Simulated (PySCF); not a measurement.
In(H)(Cl)(NH2) (ClH3InN), SMILES [NH2][InH][Cl].

Geometry optimised at PBE0-D3(BJ)/def2-SVP. The def2 effective core potentials stand for the cores of In; spin–orbit coupling is left out. The values are those of a single conformer.

Level of theory: HF/def2-TZVPD run with PySCF.

The molecule is in vacuum.

Computed frontier levels, gap, dipole moment and polarisability:
| Property | Result |
|---|---|
| highest occupied level | -10.83 eV |
| lowest empty level | 0.85 eV |
| orbital gap | 11.68 eV |
| dipole moment | 3.29 D |
| quadrupole, principal values (traceless, Buckingham form, about the centre of nuclear charge) | -5.44, -0.02, 5.46 D·Å |
| mean static polarisability | 55.1 bohr³ (8.16 Å³) |
| polarisability, principal values | 44.7, 57.6, 62.9 bohr³ |
